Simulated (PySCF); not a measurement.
`[O]=[W](=[O])([OH])[OH]` (WO2(OH)2) (singlet state). Method used: PBE0-D3(BJ)/def2-SVP geometry optimisation, gas phase, def2 core potentials past Kr in PySCF 2.14.0.

```
atom  x, y, z in Å
W1     0.2018    0.0603    0.2329
O2    -0.2649    0.5158    1.8066
O3     1.9041    0.1215    0.1726
O4    -0.5130    1.2777   -1.0095
H5    -0.9879    2.1034   -0.8703
O6    -0.3832   -1.6963   -0.1034
H7     0.1350   -2.4844   -0.2974
```

Question: What is the longest distance between nuclei?

Answer: H5···H7, 4.76 Å; the next longest distance is 3.92 Å.

Question: Work out the bond lengths W1–O2, W1–O3, W1–O4, O4–H5, O6–H7 in Å.

Answer: For W1–O2 the difference vector is (-0.4667, 0.4555, 1.5737) Å, of length 1.7035 Å. W1–O2 1.703; W1–O3 1.704; W1–O4 1.881; O4–H5 0.963; O6–H7 0.963 Å.

Question: What is the repulsion energy of the bare nuclei, Σ ZA·ZB/RAB?

Answer: 816.34 Eh over 21 pairs, with full nuclear charges and distances in bohr; the largest single term is 183.90 Eh (W1 with O2).

Question: Where is the centre of mass (commonest isotopes), and what is the radius of gyration?

Answer: Mass 249.946 u; centre at (0.193, 0.057, 0.222) Å; Rg = √(Σ m r²/M) = 0.938 Å. As Ia + Ib + Ic = 2 Σ m r², the three principal moments sum to 439.4 u·Å².

Question: What are the angles O3–W1–O4, O4–W1–O6, O2–W1–O4, O2–W1–O6, O3–W1–O6, O2–W1–O3, W1–O4–H5, W1–O6–H7?

Answer: From the scalar product of the two bond vectors; for O3–W1–O4 it is -1.0674 Å² over 1.7045 × 1.8806 Å², cos θ = -0.3330. O3–W1–O4 109.5°; O4–W1–O6 111.6°; O2–W1–O4 109.5°; O2–W1–O6 109.2°; O3–W1–O6 109.7°; O2–W1–O3 107.3°; W1–O4–H5 130.3°; W1–O6–H7 129.2°.

Question: How far apart are these pairs, which share no bond: W1···H5, O2···O3, O2···H7, O3···O4, O3···O6, O3···H7, O4···O6?

Answer: W1···H5 2.609 Å (2 bonds apart); O2···O3 2.744 Å (2 bonds apart); O2···H7 3.686 Å (3 bonds apart); O3···O4 2.929 Å (2 bonds apart); O3···O6 2.935 Å (2 bonds apart); O3···H7 3.185 Å (3 bonds apart); O4···O6 3.112 Å (2 bonds apart).

Question: Give the dihedral angles O3–W1–O6–H7, O2–W1–O6–H7, O6–W1–O4–H5, O3–W1–O4–H5, O4–W1–O6–H7.

Answer: O3–W1–O6–H7 -1° (synperiplanar); O2–W1–O6–H7 -118° (anticlinal); O6–W1–O4–H5 128° (anticlinal); O3–W1–O4–H5 -110° (anticlinal); O4–W1–O6–H7 121° (anticlinal). Dihedral signs follow IUPAC: positive where, seen along the central bond, the front bond turns clockwise onto the rear one.

Question: Write the matrix of distances between heavy atoms (Å, lower triangle).

Answer: 
```
W1    0.000
O2    1.703  0.000
O3    1.704  2.744  0.000
O4    1.881  2.928  2.929  0.000
O6    1.882  2.925  2.935  3.112  0.000
```

No PBE0-D3(BJ)/def2-SVP frequencies stand behind this structure, so it isn't proved a minimum.

On one thread of an Arm Neoverse V2, shared host, this took 91 s of wall time and 0.38 GiB of memory at its peak. These figures are those of the optimisation.
